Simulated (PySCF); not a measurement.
Computed spin Hamiltonian

Species: C6H13Si (doublet state).
Cartesian coordinates in Å at the GFN2-xTB level; atoms count from 1:
```
atom  x, y, z in Å
C1    -2.345    0.615    0.694
C2    -1.166   -0.315    0.429
C3    -0.777   -0.331   -1.051
C4     0.470   -1.196   -1.224
Si5    1.535   -0.715    0.297
C6     2.905    0.547   -0.125
C7     0.069    0.081    1.242
H8    -2.095    1.635    0.407
H9    -2.606    0.611    1.750
H10   -3.217    0.304    0.122
H11   -1.451   -1.335    0.712
H12   -1.606   -0.698   -1.662
H13   -0.559    0.693   -1.369
H14    0.957   -1.001   -2.179
H15    0.192   -2.249   -1.215
H16    2.493    1.408   -0.649
H17    3.395    0.909    0.774
H18    3.667    0.105   -0.760
H19   -0.039   -0.227    2.281
H20    0.173    1.169    1.243
```

The hyperfine couplings belong to this conformer and change with its torsions.

Identity: `C[C@H]1CC[Si](C)C1` [radical].

Computed, not measured: UKS B3LYP, pcH-1 on C H Si, non-relativistic, mean-field spin-orbit, GIAO (PySCF 2.14.0). Geometry: GFN2-xTB, one conformer, isolated molecule. A GFN2-xTB geometry isn't a minimum of the functional, and hyperfine couplings can be far from their values at a DFT geometry, by a factor of two or more for some ions and for spin on atoms past the first row. No stability test was run, so a lower SCF solution isn't excluded.

| Item | Value |
| --- | --- |
| g1, g2, g3 | 2.00208, 2.00369, 2.00447 |
| g_iso | 2.00341 |
| Form of g | rhombic: the two nearest values differ by 33 % of g3 − g1 |
| ⟨S²⟩ | 0.7512 (exact 0.7500) |
| HOMO–LUMO gap, α and β orbitals | 6.15, 5.40 eV |
| Total energy | -525.97244 Eh |

Hyperfine couplings atom by atom, in MHz; T1 to T3 are the principal values of the dipolar part:

```
atom  isotope   a_iso  of which spin–orbit      T1    T2    T3  Mulliken spin population
  C1      13C     1.2                  0.0    -0.4  -0.4   0.8                      0.00
  C2      13C     6.1                  0.0    -1.1  -0.8   1.9                      0.00
  C3      13C    16.4                  0.0    -1.7  -1.4   3.1                      0.01
  C4      13C    28.8                  0.0    -5.4  -4.3   9.8                      0.00
 Si5     29Si  -479.3                  0.9  -165.5  82.1  83.3                      0.92
  C6      13C    40.8                  0.0    -4.9  -4.8   9.7                      0.01
  C7      13C    31.5                  0.0    -5.5  -4.3   9.8                      0.01
  H8       1H     1.0                  0.0    -0.9  -0.7   1.6                      0.00
  H9       1H    -0.1                  0.0    -0.8  -0.7   1.4                      0.00
 H10       1H     4.1                  0.0    -0.7  -0.4   1.1                      0.00
 H11       1H    -0.6                  0.0    -2.0  -1.4   3.5                      0.00
 H12       1H    12.5                  0.0    -1.6  -0.8   2.4                      0.01
 H13       1H    -0.7                  0.0    -2.0  -1.3   3.4                      0.00
 H14       1H     6.7                  0.0    -3.7  -1.2   4.9                      0.00
 H15       1H    14.3                  0.0    -4.7  -3.0   7.8                      0.00
 H16       1H    55.9                  0.0    -4.3   0.0   4.2                      0.03
 H17       1H     0.2                  0.0    -4.6  -2.5   7.2                      0.00
 H18       1H     0.5                  0.0    -4.7  -2.5   7.2                      0.00
 H19       1H     9.7                  0.0    -4.6  -3.0   7.6                      0.00
 H20       1H    26.0                  0.0    -3.9  -0.5   4.4                      0.01
```

The largest Mulliken spin population is on Si5 (+0.92). The angles at Si5 add up to 319.4°, so it is pyramidal.

Under fast tumbling the dipolar parts average out, and these isotropic splittings remain (the largest six): 1 × 1H (H20, I = 1/2, 2 lines) with 0.93 mT, 3 × 1H (H16/H17/H18, I = 1/2, 4 lines) with 0.67 mT, 1 × 1H (H15, I = 1/2, 2 lines) with 0.51 mT, 1 × 1H (H12, I = 1/2, 2 lines) with 0.45 mT, 1 × 1H (H19, I = 1/2, 2 lines) with 0.34 mT and 1 × 1H (H14, I = 1/2, 2 lines) with 0.24 mT.

Means are taken over nuclei equivalent by connectivity, which assumes that they swap fast. The three 1H nuclei of mean +18.9 MHz run from 0.2 to 55.9 MHz in the frozen geometry.

The 13C coupling of C6 (40.8 MHz) shows only in satellite lines or after enrichment, since that isotope makes up about 1.07 % of natural carbon.

The 29Si coupling of Si5 (-479.3 MHz) shows only in satellite lines or after enrichment, since that isotope makes up about 4.7 % of natural silicon.

Hardware: one thread of an Arm Neoverse V2, shared host. Cost: 1.9 min (with the writing of density and orbital grids), 0.98 GiB resident at most.
